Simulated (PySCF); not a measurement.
**Tb²⁺: ionisation energy**

Tb²⁺ [Xe] 4f9 [4f5/2^6 4f7/2^3, M_J = 15/2] → Tb³⁺ [Xe] 4f8 [4f5/2^6 4f7/2^2, M_J = 6], as a difference of total energies. Calculation: PySCF 2.14, in x2c-TZVPPall-2c; the two-component X2C-1e Hamiltonian. Correlated levels: [Ar] 3d10 frozen; the 18 highest virtual spinors dropped. "Screened" scales the spin-orbit matrix elements by Boettger's factors to mimic the two-electron term; Breit and QED terms are absent.

| method | ionisation energy (eV) | difference from reference (eV) |
| --- | --- | --- |
| GHF (spin-free) | 17.644 | -4.176 |
| GMP2 (spin-free) | 21.898 | +0.078 |
| GHF (screened spin-orbit) | 17.756 | -4.064 |
| GMP2 (screened spin-orbit) | 22.020 | +0.200 |

Reference: 21.82 ± 0.03 eV (semi-empirical (NIST evaluation); NIST Atomic Spectra Database, ionization energies).

The spin-free rows relax to the high-spin LS determinant and lack the spin-orbit shift.

The labels give the starting determinants; with spin-orbit coupling the two ends relaxed to ⟨J²⟩ = 63.78, ⟨L²⟩ = 30.56, ⟨S²⟩ = 8.64 and ⟨J²⟩ = 42.02, ⟨L²⟩ = 12.34, ⟨S²⟩ = 11.88.
